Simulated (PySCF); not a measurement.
ClHMoO2S, SMILES [O]=[Mo](=[O])([SH])[Cl], multiplicity 1. Geometry: PBE-D3(BJ)/def2-SVP. The multiplicity is an assumed one; no other spin state was optimised. The structure was generated by enumeration; whether it is a known compound was not checked. The def2 effective core potentials stand for the cores of Mo; spin–orbit coupling is left out. One conformer was computed; it need not be the lowest.

The numbers are results of PySCF with PBE-D3(BJ)/def2-SVP, not measurements.

Harmonic wavenumbers (cm⁻¹): 116, 161, 176, 219, 289, 312, 405, 426, 599, 992, 1008, 2595. Rotational constants (GHz): 2.644, 1.612, 1.333; symmetry number 1.

Q: Work out the zero-point energy and the ideal-gas rigid-rotor harmonic-oscillator thermochemistry at 298.15 K and 1 atm.

A: ZPE = ½ Σ hcν = ½ × 7298 cm⁻¹ = 43.65 kJ/mol. H − E(el) = 64.39 kJ/mol. Entropy in J/(mol K): translation 174.60, rotation 118.94, vibration 64.14, total 357.69. G − E(el) = -42.25 kJ/mol. Cp = 98.19 J/(mol K). Modes under 150 cm⁻¹ make the vibrational entropy uncertain.
